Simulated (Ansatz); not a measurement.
A first, cheap relaxation of C$_{2}$H$_{7}$B$_{2}$F, SMILES `BC(B)CF`.

```yaml
crystal:
  periodic: [false, false, false]
  atoms:
    - {symbol: B, position_ang: [-0.496500, 0.650000, 1.323700]}
    - {symbol: C, position_ang: [-0.335700, 0.179800, -0.185600]}
    - {symbol: B, position_ang: [0.882200, 0.950100, -0.834300]}
    - {symbol: C, position_ang: [-0.052200, -1.324900, -0.230800]}
    - {symbol: F, position_ang: [-0.024300, -1.776800, -1.555900]}
    - {symbol: H, position_ang: [-0.524400, -0.045800, 2.218700]}
    - {symbol: H, position_ang: [-0.745000, 1.838400, 1.523400]}
    - {symbol: H, position_ang: [-1.202400, 0.457300, -0.775500]}
    - {symbol: H, position_ang: [0.765100, 1.675000, -1.710300]}
    - {symbol: H, position_ang: [1.999300, 0.812200, -0.341100]}
    - {symbol: H, position_ang: [0.785100, -1.628500, 0.343800]}
    - {symbol: H, position_ang: [-0.974200, -1.842000, 0.257800]}
basis:
  gaussian: {orbitals: def2-SVP}
hamiltonian: {xc: pbe, dispersion: d4}
relax: {f_tol: 0.03, max_steps: 200}
```

```sh
$ ansatz run in.yaml --threads 4 --pin off --events-out ev --progress --plain
```

Shortened log:

```
Functional definition: PBE
mean field -6242.64694074 eV, -229.4130436542 hartree, gradient 2.5e-5 eV, S^2 0.000000; 0 other end points of the search recorded, 0 dependent functions left out
relax step   1: F+E_penalty+E_count = -6242.85001691 eV  Δ(F+E_penalty+E_count) = +0.000e0 eV  max|allowed force component| = 4.013e0 eV/Å  Δτ_max = 0.0000 Å  (27 SCF iters, accepted)
mean field -6242.98596285 eV, -229.4255024869 hartree, gradient 1.6e-5 eV, S^2 0.000000; 0 other end points of the search recorded, 0 dependent functions left out
relax step   2: F+E_penalty+E_count = -6243.18859433 eV  Δ(F+E_penalty+E_count) = -3.386e-1 eV  max|allowed force component| = 1.077e0 eV/Å  Δτ_max = 0.1944 Å  (28 SCF iters, accepted)
mean field -6243.08014707 eV, -229.4289636930 hartree, gradient 1.7e-5 eV, S^2 0.000000; 0 other end points of the search recorded, 0 dependent functions left out
relax step   3: F+E_penalty+E_count = -6243.28299364 eV  Δ(F+E_penalty+E_count) = -9.440e-2 eV  max|allowed force component| = 3.731e-1 eV/Å  Δτ_max = 0.1064 Å  (29 SCF iters, accepted)
mean field -6243.12372491 eV, -229.4305651491 hartree, gradient 2.4e-5 eV, S^2 0.000000; 0 other end points of the search recorded, 0 dependent functions left out
relax step   4: F+E_penalty+E_count = -6243.32798063 eV  Δ(F+E_penalty+E_count) = -4.499e-2 eV  max|allowed force component| = 2.217e-1 eV/Å  Δτ_max = 0.1999 Å  (27 SCF iters, accepted)
mean field -6243.15516783 eV, -229.4317206552 hartree, gradient 1.6e-5 eV, S^2 0.000000; 0 other end points of the search recorded, 0 dependent functions left out
relax step   5: F+E_penalty+E_count = -6243.35830018 eV  Δ(F+E_penalty+E_count) = -3.032e-2 eV  max|allowed force component| = 2.407e-1 eV/Å  Δτ_max = 0.1999 Å  (27 SCF iters, accepted)
mean field -6243.16757553 eV, -229.4321766297 hartree, gradient 1.7e-5 eV, S^2 0.000000; 0 other end points of the search recorded, 0 dependent functions left out
relax step   6: F+E_penalty+E_count = -6243.37067211 eV  Δ(F+E_penalty+E_count) = -1.237e-2 eV  max|allowed force component| = 3.529e-1 eV/Å  Δτ_max = 0.1247 Å  (28 SCF iters, accepted)
mean field -6243.18994345 eV, -229.4329986357 hartree, gradient 2.5e-5 eV, S^2 0.000000; 0 other end points of the search recorded, 0 dependent functions left out
relax step   7: F+E_penalty+E_count = -6243.39259431 eV  Δ(F+E_penalty+E_count) = -2.192e-2 eV  max|allowed force component| = 1.526e-1 eV/Å  Δτ_max = 0.1999 Å  (27 SCF iters, accepted)
mean field -6243.10931266 eV, -229.4300355089 hartree, gradient 1.7e-5 eV, S^2 0.000000; 0 other end points of the search recorded, 0 dependent functions left out
relax step   8: F+E_penalty+E_count = -6243.31068188 eV  Δ(F+E_penalty+E_count) = +8.191e-2 eV  max|allowed force component| = 6.652e-1 eV/Å  Δτ_max = 0.1555 Å  (27 SCF iters, rejected (line search))
mean field -6243.19319862 eV, -229.4331182609 hartree, gradient 1.7e-5 eV, S^2 0.000000; 0 other end points of the search recorded, 0 dependent functions left out
relax step   9: F+E_penalty+E_count = -6243.39540042 eV  Δ(F+E_penalty+E_count) = -2.806e-3 eV  max|allowed force component| = 2.015e-1 eV/Å  Δτ_max = 0.0579 Å  (29 SCF iters, accepted)
mean field -6243.19314706 eV, -229.4331163663 hartree, gradient 2.6e-5 eV, S^2 0.000000; 0 other end points of the search recorded, 0 dependent functions left out
relax step  10: F+E_penalty+E_count = -6243.39533478 eV  Δ(F+E_penalty+E_count) = +6.565e-5 eV  max|allowed force component| = 1.920e-1 eV/Å  Δτ_max = 0.0047 Å  (22 SCF iters, rejected (line search))
mean field -6243.19396395 eV, -229.4331463863 hartree, gradient 6.1e-6 eV, S^2 0.000000; 0 other end points of the search recorded, 0 dependent functions left out
relax step  11: F+E_penalty+E_count = -6243.39615558 eV  Δ(F+E_penalty+E_count) = -7.552e-4 eV  max|allowed force component| = 1.647e-1 eV/Å  Δτ_max = 0.0023 Å  (22 SCF iters, accepted)
mean field -6243.19549667 eV, -229.4332027129 hartree, gradient 1.7e-5 eV, S^2 0.000000; 0 other end points of the search recorded, 0 dependent functions left out
relax step  12: F+E_penalty+E_count = -6243.39749536 eV  Δ(F+E_penalty+E_count) = -1.340e-3 eV  max|allowed force component| = 2.254e-2 eV/Å  Δτ_max = 0.0230 Å  (31 SCF iters, accepted)
mean field -6243.19549667 eV, -229.4332027129 hartree, gradient 1.9e-5 eV, S^2 0.000000; 1 other end points of the search recorded, 0 dependent functions left out
Total energy: -6243.39752965 eV, -229.4406272877 hartree
Atom 0 at    -0.553332     0.758346     1.226244 Å, force     0.012802     0.015105    -0.001950 eV/Å
Atom 1 at    -0.254733     0.092596    -0.151156 Å, force    -0.000223     0.003400     0.015121 eV/Å
Atom 2 at     0.885874     0.945071    -0.796476 Å, force     0.012885     0.016999    -0.001406 eV/Å
Atom 3 at    -0.093960    -1.416428    -0.183844 Å, force    -0.011663    -0.011653    -0.011627 eV/Å
Atom 4 at     0.179132    -1.853088    -1.477978 Å, force     0.001669     0.007691    -0.008169 eV/Å
Atom 5 at    -0.512863     0.103887     2.254338 Å, force    -0.004692    -0.006600    -0.008594 eV/Å
Atom 6 at    -0.830359     1.940320     1.292907 Å, force    -0.002191    -0.010564    -0.008534 eV/Å
Atom 7 at    -1.160109     0.454699    -0.713247 Å, force    -0.004875     0.017346    -0.002869 eV/Å
Atom 8 at     0.688041     2.107445    -1.093572 Å, force    -0.012033    -0.003647    -0.001037 eV/Å
Atom 9 at     1.994492     0.471423    -0.962380 Å, force    -0.018560    -0.022539     0.008394 eV/Å
Atom 10 at     0.749130    -1.722416     0.474366 Å, force     0.006820    -0.008435     0.015469 eV/Å
Atom 11 at    -1.014314    -1.937054     0.164698 Å, force     0.020062     0.002896     0.005203 eV/Å
Dipole moment:    -0.177893     0.043354     0.214004 e Å
```

It took 18 s on 4 threads of a server CPU on a shared host, with 0.14 GiB of host memory at the peak.
